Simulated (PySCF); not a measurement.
Finite-field polarisability of Pb (lead, neutral)

[Xe] 4f14 5d10 6s2 6p2, high-spin 3P determinant. Computed with PySCF 2.14 in aug-cc-pVTZ-PP with ECP60MDF (6s5p4d2f, 55 functions), with scalar relativity through the core potential. Frozen: 5s2 5p6 5d10. Energy changes in a uniform field (μhartree):

```json
{"axis": "x", "F (au)": "0.0021", "HF": "-103.832", "MP2": "-104.490", "CCSD": "-104.604", "CCSD(T)": "-104.818"}
{"axis": "x", "F (au)": "0.0042", "HF": "-415.555", "MP2": "-418.182", "CCSD": "-418.640", "CCSD(T)": "-419.497"}
{"axis": "y", "F (au)": "0.0017", "HF": "-102.331", "MP2": "-102.290", "CCSD": "-102.432", "CCSD(T)": "-102.587"}
{"axis": "y", "F (au)": "0.0034", "HF": "-410.033", "MP2": "-409.841", "CCSD": "-410.405", "CCSD(T)": "-411.025"}
```

By symmetry the remaining axis equals y.

Problem. Derive α along x at CCSD(T) from the two fields.

Solution. With ΔE = −αF²/2 − γF⁴/24, α = −(16 ΔE(F) − ΔE(2F))/(6F²) = 47.53 bohr³.

Problem. And the mean polarisability at each level?

Solution. The components xx, yy, zz at CCSD(T) are 47.53, 70.96, 70.96, the third axis being equal by symmetry to one of the two computed. Means: HF 62.88, MP2 62.96, CCSD 63.04, CCSD(T) 63.15 bohr³. Reference: 47 ± 3 bohr³ (recommended; Schwerdtfeger and Nagle, table of static dipole polarizabilities (2023 update)).

CCSD(T) lies more than 5 % above the reference; correlation of the frozen inner shells, absent here, would lower it, and spin-orbit coupling is absent too.

Spin-orbit coupling is strong in this species (close to jj coupling), so the high-spin LS determinant is a model state, not a physical level.
